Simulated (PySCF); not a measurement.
Compound: C₅H₁₂N₂OSi.
Z-matrix (Å and degrees, PBE0-D3(BJ)/def2-SVP geometry), rows numbered from 1:
```
C 
C   1  1.5129
O   2  1.2162  1  123.00
N   2  1.3608  1  114.94  3  -178.52
C   4  1.4476  2  121.75  1  -177.17
C   5  1.5281  4  108.36  2  -163.71
N   6  1.4552  5  105.37  4   -72.17
Si  7  1.7499  6  111.99  5   -34.53
C   5  1.5430  4  111.28  2    78.71
H   1  1.1011  2  110.18  3   108.42
H   1  1.1007  2  111.60  3  -131.81
H   1  1.0959  2  108.70  3   -10.83
H   4  1.0133  2  120.30  1    -9.35
H   5  1.1004  4  107.62  2   -42.61
H   6  1.1037  5  109.91  4    48.08
H   6  1.1088  5  109.18  4   165.30
H   7  1.0117  6  116.29  5   171.54
H   8  1.4994  7  115.08  6  -107.68
H   8  1.4974  7  112.29  6   129.80
H   9  1.0986  5  110.76  4   -46.04
H   9  1.1030  5  110.09  4  -164.59
```

Method: TDDFT PBE0/def2-SVPD, vertical, gas phase, core orbitals frozen in the response (PySCF 2.14.0, density-fitted response routines).

Kohn–Sham orbitals with the atoms that hold most of them (Löwdin shares over 4%, at most four atoms; ? is withheld):

```csv
orbital,ε (eV),atoms
LUMO+2,0.66,"C2 30%, O3 23%, N4 11%, C1 10%"
LUMO+1,0.45,"Si8 27%, H19 10%, H18 9%, C9 8%"
LUMO,0.23,?
HOMO,-6.90,?
HOMO-1,-7.25,"O3 62%, N4 9%, C2 9%, C1 8%"
HOMO-2,-7.52,"N4 30%, O3 25%, N7 7%, C2 7%"
HOMO-3,-8.74,"C9 32%, Si8 22%, C5 10%, H18 7%"
```

Task: Give the leading atoms of the LUMO.

Result: Si8 (bonded to C, N and 2 H) 26%; H17 (bonded to N) 10%; C6 (bonded to C, N and 2 H) 8%; N7 (bonded to C, Si and H) 7%.

Task: Which atoms hold the HOMO, and with what shares?

Result: N7 (bonded to C, Si and H) 46%; N4 (bonded to 2 C and H) 10%; C6 (bonded to C, N and 2 H) 10%; Si8 (bonded to C, N and 2 H) 7%. By element: nitrogen 56%, carbon 10% or more, silicon 7%.

Task: The HOMO–LUMO gap is 7.13 eV. Where does the response calculation put the lowest singlet, and from which orbitals?

Result: S1 is at 5.70 eV (f = 0.0016), 1.44 eV below the gap, made of HOMO-1→LUMO+2 (74%), HOMO-1→LUMO+1 (12%). Its leading pair isn't HOMO and LUMO; the energies of that pair differ by 7.91 eV. Without the coupling terms of the response equations the lowest excitation would equal the gap.

Task: One configuration dominates each of S2 and S3. Which, and how do the shares of the two leading atoms of either orbital change from the occupied to the empty one?

Result: 
- S2 (5.83 eV, f 0.0038), HOMO→LUMO (88%): N7 46% → 7%, N4 10% → at most 7%, Si8 7% → 26%, H17 at most 8% → 10%
- S3 (6.20 eV, f 0.0047), HOMO→LUMO+1 (84%): N7 46% → at most 9%, N4 10% → at most 9%, Si8 7% → 27%, H19 at most 8% → 10%

One conformer stands for the species.
